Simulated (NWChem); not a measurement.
Molecule: C₄H₇F; SMILES F/C=C\CC

```xyz
12

C      0.2790     2.1323     0.3977
C      0.2348     0.9281    -0.5386
C     -0.7946    -0.0837    -0.1455
C     -0.5515    -1.3576     0.1492
F      0.6741    -1.8852     0.1114
H      1.0239     2.8693     0.0607
H      0.5421     1.8290     1.4226
H     -0.6967     2.6421     0.4430
H      0.0180     1.2766    -1.5645
H      1.2215     0.4421    -0.5802
H     -1.8402     0.2342    -0.0771
H     -1.3113    -2.0882     0.4416
```
Atoms are numbered in this order, from 1.

Geometry: optimised at PBE0/def2-SVP.

 Unshifted, non-relativistic core excitations; the lowest 4 roots alone, so stronger bands may lie above.

Problem. List the first F K-edge excitations from PBE/6-311G** (spherical d), restricted-window TDA (NWChem).

Solution. 
| state | energy (eV) | dipole oscillator strength | leading excitation (squared amplitude) |
|---|---|---|---|
| S1 | 659.6 | 0.0063 | 1s of atom 5 or its equivalents → LUMO (1.00) |
| S2 | 660.7 | 0.0013 | 1s of atom 5 or its equivalents → LUMO+1 (0.99) |
| S3 | 661.2 | 0.0002 | 1s of atom 5 or its equivalents → LUMO+2 (1.00) |
| S4 | 661.9 | 0.0002 | 1s of atom 5 or its equivalents → LUMO+3 (0.98) |
